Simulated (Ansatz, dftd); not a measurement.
System: SiN₂H₅, charge 0, doublet. SiN2H5 (SMILES N[SiH]N, doublet).
B3LYP-D3(BJ)/def2-TZVP minimum from Ansatz (a program for electronic structure):
```xyz
8

Si    -0.2565     0.5037     0.0564
N      1.3579     0.1871    -0.4670
N     -0.9946    -1.0319     0.2730
H     -0.0641     1.3384     1.2899
H      2.0780     0.8806    -0.3338
H      1.5296    -0.3701    -1.2901
H     -1.9906    -1.1640     0.2389
H     -0.5048    -1.8233     0.6630
```
Charge 0, spin multiplicity 2.

Property: atomisation energy (electronic, to ground-state atoms), in kcal/mol. Open shells are spin-unrestricted; no spin-orbit coupling. CBS(X,Y): correlation extrapolated as X^-3, Hartree-Fock from the larger set. A bracket is a step between two methods taken in the basis named. Functionals run without relativity, which enters their misses. Double hybrids freeze cores in their MP2 part. '+ core + X2C': CCSD(T) terms for core correlation (cc-pwCVTZ, 1s frozen past Ne) and scalar relativity (cc-pVTZ-DK). For partners of very few electrons the exact lower level stands in for a higher one.

Compared with CCSD(T)/CBS(cc-pV(T+d)Z,cc-pV(Q+d)Z) + [CCSDT(Q) - CCSD(T)]/cc-pV(D+d)Z + core + X2C (Ansatz): 619.6 kcal/mol.

Question: Rank these levels by how close they come to it, closest first: B2PLYP/def2-TZVPD (Ansatz); wB97M-V/def2-TZVPD (Ansatz); B3LYP-D3(BJ)/def2-TZVPD (Ansatz + dftd3).

Answer: wB97M-V/def2-TZVPD (620.7 kcal/mol, difference 1.1), B3LYP-D3(BJ)/def2-TZVPD (624.8 kcal/mol, difference 5.2), B2PLYP/def2-TZVPD (611.1 kcal/mol, difference -8.5)
